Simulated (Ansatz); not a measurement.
## Ansatz (development build ahead of 0.2.0) run

```yaml
crystal:
  periodic: [false, false, false]
  atoms:
    - { symbol: Li, position_ang: [0.00023, 1.34, 4.3] }
    - { symbol: Li, position_ang: [-0.00023, -1.34, 4.3] }
    - { symbol: Li, position_ang: [1.34, 0.0, 0.0] }
    - { symbol: Li, position_ang: [-1.34, 0.0, 0.0] }
basis:
  gaussian: { orbitals: cc-pVDZ }
hamiltonian:
  xc: hf
```

The input is written out in the form of the current development build from the run's settings.

Output:

```
Converged                       : yes
Total energy                    : -29.73722 hartree
Spin squared of the determinant : 0.000
```
